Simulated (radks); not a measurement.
Q: Sc20+, configuration 2p1 (not the ground configuration). Calculated with a radial shooting solver on a logarithmic mesh with Libxc functionals: non-relativistic Kohn-Sham, HCTH/407, spin-polarised, spherical densities, point nucleus; open shells are filled with parallel spins first. Some entries of the table are withheld. Estimate them.

orbital,occ.,eigenvalue (eV),<r> (bohr),r(max) (bohr)
1s up,0,(1),0.07182,0.04803
2p up,1,-1462.444,(2),0.1908
3p up,0,-636.0852,0.6033,(3)

A: 
(1) 1s up eigenvalue (eV): -5922.303
(2) 2p up <r> (bohr): 0.2380
(3) 3p up r(max) (bohr): 0.5786
